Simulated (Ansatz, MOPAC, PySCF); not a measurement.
Lewis adduct: BH3 (SMILES B) (first 4 atoms) with H2S (SMILES S); geometry from B3LYP-D3(BJ)/def2-TZVP, rigid monomers moved along the line of their centres of mass till B1···S5 is 3.65 Å.
(charge 0, multiplicity 1):
```json
[
 {"atom": "B", "x (Å)": "-0.4494", "y (Å)": "-0.3252", "z (Å)": "0.6695"},
 {"atom": "H", "x (Å)": "0.4057", "y (Å)": "-0.8871", "z (Å)": "0.0385"},
 {"atom": "H", "x (Å)": "-1.2478", "y (Å)": "-1.0569", "z (Å)": "1.1911"},
 {"atom": "H", "x (Å)": "-0.8794", "y (Å)": "0.6904", "z (Å)": "0.2021"},
 {"atom": "S", "x (Å)": "1.4796", "y (Å)": "0.7146", "z (Å)": "3.5901"},
 {"atom": "H", "x (Å)": "0.6511", "y (Å)": "1.5572", "z (Å)": "4.2351"},
 {"atom": "H", "x (Å)": "2.2438", "y (Å)": "1.7206", "z (Å)": "3.1250"}
]
```

Interaction energies are E(AB) − E(A) − E(B) at the monomers' geometry in the complex; basis-set methods are counterpoise corrected. Rows marked so take none.

Rows in 3-21G carry no dispersion term and start afresh at each structure. The state that PM6, PM7 reach isn't checked; PM7 holds dispersion and hydrogen-bond terms.

Codes used: Ansatz (Gaussian orbitals); MOPAC for PM6, PM7 (differences of heats of formation); PySCF for 3-21G rows, the dispersion terms. 

### Question
One of these levels gives -1.39 kcal/mol for the interaction energy. Which?
A) B3LYP/3-21G (no counterpoise)
B) PM7
C) PM6
D) B3LYP-D4/def2-TZVPPD

### Answer
C, PM6. The others give -1.82 (PM7), -3.70 (B3LYP/3-21G (no counterpoise)), -3.26 (B3LYP-D4/def2-TZVPPD)

Ansatz is a first-principles code.
